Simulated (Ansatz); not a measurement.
`O[Si](O)(F)O[SiH3]` + `F[SiH2][GeH]([F])[Cl]` → `O[Si](O)(F)[SiH2]F` + `[F][GeH]([Cl])[O][SiH3]`  (redistribution)

Program: Ansatz. Geometries: PBE0-D4/def2-TZVP. ΔE: electronic, gas phase. CCSD(T)/CBS adds triple-zeta CCSD(T) − MP2 to the extrapolated MP2 energy (def2 sets, frozen cores). DFT in def2-TZVPP. For Ge outer-core shells are correlated without core-valence functions, which leaves a few kJ/mol of doubt a bond. Scalar relativity is left out up to krypton. One conformer a species, not always the lowest.

```json
{"level": "PBE-D4", "ΔE (kJ/mol)": "89.9"}
{"level": "r2SCAN", "ΔE (kJ/mol)": "100.1"}
{"level": "PBE0", "ΔE (kJ/mol)": "96.8"}
{"level": "SCS-MP2/def2-TZVPP", "ΔE (kJ/mol)": "94.7"}
```

Q: What does CCSD(T)/CBS give? (An estimate is asked.)

A: Computed: +99.2 kJ/mol. The listed levels differ from it by -9.3, 0.9, -2.4, -4.5 kJ/mol.

Largest T1 diagnostic among the species: 0.012.

In def2-TZVPP, CCSD(T) changes the Hartree–Fock value by −11.5 kJ/mol (the triples alone add −3.1 kJ/mol) and MP2 by −11.4 kJ/mol. From PBE to PBE0 (25 % exact exchange), in def2-TZVPP and without D4, ΔE moves by +6.6 kJ/mol.
